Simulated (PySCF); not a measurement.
# Bond length, frequency and bond energy of Cs₂⁺ by level of theory

State: ²Σg⁺ (doublet), unpaired electrons σ ↑. Set-up: basis Cs def2-TZVP with ECP46; scalar-relativistic core potentials; PySCF 2.14. De refers to Cs⁺ + Cs in their ground configurations, without counterpoise correction. The functionals are run spin-unrestricted.

```tsv
Level	Re (Å)	ωe (cm⁻¹)	De (eV)	CPU s a point (SCF and correlation, without the integrals)
UHF	5.773	28.8	0.64	0.19
UHF-MP2	5.418	30.4	0.62	0.35
UHF-SCS-MP2	5.491	30.1	0.62	n/a
PBE	5.424	28.0	0.75	0.52
PBEsol	5.334	29.7	0.75	0.33
TPSS	5.506	28.9	0.78	0.78
r²SCAN	5.388	31.5	0.70	0.82
TPSSh	5.497	29.5	0.77	0.88
PBE0	5.426	29.8	0.73	1.5
CAM-B3LYP	5.385	30.6	0.67	0.96
```

The bond length runs from 5.334 Å (PBEsol) to 5.773 Å (UHF). De spans 0.62 eV (UHF-MP2, perturbation theory) to 0.78 eV (TPSS, meta-GGA).

Correlated steps freeze no core orbitals. Spin–orbit coupling is left out. The state is the lowest determinant that a PBE0 search found; another state may lie lower at other levels.

The whole job (state search and all levels along the bond) took about 2 min on 1 thread of Arm Neoverse V1 (shared host), peak memory 0.84 GiB.
